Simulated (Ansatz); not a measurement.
C₇H₈O, charge -1, doublet, geometry from GFN2-xTB (a state made from the parent by changing its charge; the spin is typed, not shown lowest) (a gas-phase anion, which may not be bound at this level); Ansatz (an electronic-structure program) with REVPBE/STO-3G.

The Ansatz input:
Ansatz 0.2 input:
```yaml
crystal:
  periodic: [false, false, false]
  atoms:
    - {symbol: C, position_ang: [-2.85244637, 0.12104586, 0.40364234]}
    - {symbol: C, position_ang: [-1.35653744, 0.04384248, 0.19780971]}
    - {symbol: C, position_ang: [-0.51317418, 0.69714256, 1.07399337]}
    - {symbol: C, position_ang: [0.92427427, 0.64301766, 0.86077453]}
    - {symbol: C, position_ang: [1.40476273, -0.06894844, -0.22366714]}
    - {symbol: O, position_ang: [2.79780312, -0.12966404, -0.44173020]}
    - {symbol: C, position_ang: [0.57900027, -0.72601675, -1.10521236]}
    - {symbol: C, position_ang: [-0.85612172, -0.66557300, -0.88207204]}
    - {symbol: H, position_ang: [-3.33705407, -0.81257766, 0.11131366]}
    - {symbol: H, position_ang: [-3.09489473, 0.32359776, 1.44835031]}
    - {symbol: H, position_ang: [-3.28751045, 0.92314510, -0.20134839]}
    - {symbol: H, position_ang: [-0.89948791, 1.25305374, 1.92222612]}
    - {symbol: H, position_ang: [1.59857798, 1.15407491, 1.54432546]}
    - {symbol: H, position_ang: [3.19369358, 0.38431560, 0.27066129]}
    - {symbol: H, position_ang: [0.98402782, -1.27492021, -1.94397149]}
    - {symbol: H, position_ang: [-1.51832279, -1.18043904, -1.56932591]}
basis:
  gaussian:
    orbitals: STO-3G
hamiltonian:
  xc: revpbe
total_charge: -1
magnetization: {spin_polarized: true, initial_magnetization: 1}
```

Task: Write the output that Ansatz gives for this input, abridged.

Result: 
```
Functional definition: revPBE
683 factors; integrals over basis functions are off by at most 3.6e-5 eV
mean field evaluation 1: about -9310.2567 eV, gradient 1.4e1 eV
mean field evaluation 2: about -9305.6783 eV, gradient 2.8e1 eV
mean field evaluation 4: about -9311.3981 eV, gradient 2.6e0 eV
mean field evaluation 8: about -9311.2136 eV, gradient 3.6e-1 eV
mean field evaluation 16: about -9311.2146 eV, gradient 4.3e-4 eV
mean field -9311.21460175 eV, -342.1808252464 hartree, gradient 3.6e-5 eV, S^2 0.757859; 1 other end points of the search recorded, 0 dependent functions left out
reference -9311.21463475 eV, -342.1808264590 hartree; 30, 29 occupied and 18, 19 virtual orbitals, 683 factors
Total energy: -9311.21463475 eV, -342.1808264590 hartree
```
